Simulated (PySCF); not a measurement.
Species: CH$_{2}$BBr$_{2}$O (charge 0, doublet). It need not be the lowest isomer of its formula. SMILES: [CH2]OB(Br)Br
Geometry from a B3LYP-D3(BJ)/def2-TZVP (Ansatz) optimisation:
```xyz
7

C     -2.7059     0.5350     0.4242
O     -1.7444    -0.1868    -0.1970
B     -0.4083    -0.0865    -0.0839
Br     0.4332     1.2069     1.0757
Br     0.6631    -1.2886    -1.1280
H     -3.7149     0.2647     0.1667
H     -2.4214     1.3113     1.1162
```
Charge 0, spin multiplicity 2.

Dispersion corrections to the total energy (kcal/mol) from the dftd3 and dftd4 libraries through PySCF: D3(BJ) without and D4 with the three-body term, each with the damping fitted for the functional named.

```csv
functional,D3(BJ),D4
B2PLYP,…,-3.22
PW6B95,-2.65,-3.74
TPSS,…,-6.22
B2GP-PLYP,…,-1.98
HSE06,-3.22,-3.69
PBE,-4.16,-4.60
BLYP,-9.54,-10.07
```

### Question
Complete the blanks.

### Answer

- B2PLYP, D3(BJ): -3.96
- TPSS, D3(BJ): -5.49
- B2GP-PLYP, D3(BJ): -3.78
